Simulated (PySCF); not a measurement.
Vertical excitations of a molecule C5H10 from TDA-PBE/def2-SVPD in PySCF 2.14.0, as energy in eV (oscillator strength): 6.40 (0.050), 7.03 (0.015), 7.22 (0.121), 7.27 (0.001), 7.36 (0.009), 7.45 (0.025), 7.56 (0.149), 7.99 (0.065), 8.04 (0.013), 8.13 (0.075). Lowest triplet (TDA): 4.52 eV. The structure is a stationary point at PBE0-D3(BJ)/def2-SVP. One conformer was computed; it need not be the lowest.

Which structure fits?
A) C=CC(C)C
B) CC1CCC1
C) CC1(C)CC1
D) C1CCCC1

A, C=CC(C)C
